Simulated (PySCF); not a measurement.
Gas-phase reaction: GaCl2 + GaH + 3 H = 2 GaH2Cl

Method: PySCF energies (xtb for GFN2) plus ideal-gas RRHO corrections (1 bar). † marks an energy on the PBE0/def2-TZVP geometry and frequencies; other levels use their own. MP2 and CCSD(T) freeze the core. Open shells (unrestricted): GaCl2 (multiplicity 2), H (multiplicity 2); the rest are closed-shell singlets. GFN2 has no spin-polarisation term. Ga: all electrons, no relativistic terms. GaCl2, GaH, GaH2Cl: computed as isolated molecules; such fragments, hydroxides, amides, oligomers or adducts are transient or little studied in the gas. MP2 isn't extrapolated to the basis-set limit; its ΔH°(298 K) is -806.6 kJ in def2-SVP and -837.0 kJ in def2-TZVPP. CCSD(T) isn't extrapolated to the basis-set limit; its ΔH°(298 K) is -823.2 kJ in def2-SVP and -856.6 kJ in def2-TZVPP. The harmonic model lacks anharmonicity and excited electronic states, which grow with temperature; levels with a mode under 35 cm⁻¹ are left out. Soft modes under 120 cm⁻¹ make the harmonic entropy rough for GaCl2.

```
level                ΔE electronic, kJ  ΔH°(298 K), kJ  ΔS°(298 K), J/K  ΔG°(600 K), kJ
-------------------  -----------------  --------------  ---------------  --------------
BLYP/def2-TZVP†                   -840            -796             -317            -602
CCSD(T)/def2-TZVPP†               -900            -857             -317            -662
GFN2-xTB                          -937            -901             -321            -705
MP2/def2-SVP†                     -850            -807             -317            -612
MP2/def2-TZVPP†                   -881            -837             -317            -643
PBE/def2-TZVP†                    -846            -802             -317            -608
PBE0/def2-TZVP                    -864            -820             -317            -626
r2SCAN/def2-TZVP†                 -888            -845             -317            -650
LDA/def2-TZVP†                    -960            -916             -317            -722
ωB97M-V/def2-TZVP†                -888            -844             -317            -650
ωB97X-V/def2-TZVP†                -906            -863             -317            -668
```
ΔH° is lowest at LDA/def2-TZVP† and highest at BLYP/def2-TZVP†. No reference value is set beside these.
